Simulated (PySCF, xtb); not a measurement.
stibine (H₃Sb), SMILES [SbH3].

Harmonic wavenumbers (cm⁻¹) from GFN2-xTB (xtb) at its own minimum, in rising order: 822, 845, 845, 1546, 1679, 1680.

Q: What does PBE-D3(BJ)/def2-TZVPD in PySCF give at its own minimum? (An estimate is asked for; the answer gives what the named calculation found.)

A: 775, 810, 810, 1883, 1894, 1894. Paired by order, the mean absolute difference is 147 cm⁻¹ and the zero-point energies are 10.6 and 11.5 kcal/mol.
